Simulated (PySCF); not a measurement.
3-fluoropenta-1,4-diene (C5H7F), SMILES C=CC(F)C=C.

Geometry optimised at B3LYP-D3(BJ)/def2-SVP. One conformer was computed; it need not be the lowest.

Vertical ionisation energy (IE) and electron affinity (EA) in eV. Rows of orbital energies are one-electron estimates. Where ΔSCF, EOM or ADC give a negative EA the extra electron is unbound and the value depends on the basis.

| level | IE | EA |
|---|---|---|
| −ε(HOMO), −ε(LUMO), HF/def2-TZVP (PySCF) | 10.34 | -3.48 |
| −ε(HOMO), −ε(LUMO), PBE/def2-TZVP (PySCF) | … | … |

**Question.** Some entries are withheld; supply them. (An estimate is asked for; the answer gives what the named calculation found.)

**Answer.** 
- −ε(HOMO), −ε(LUMO), PBE/def2-TZVP (PySCF), IE: 6.70
- −ε(HOMO), −ε(LUMO), PBE/def2-TZVP (PySCF), EA: 1.46
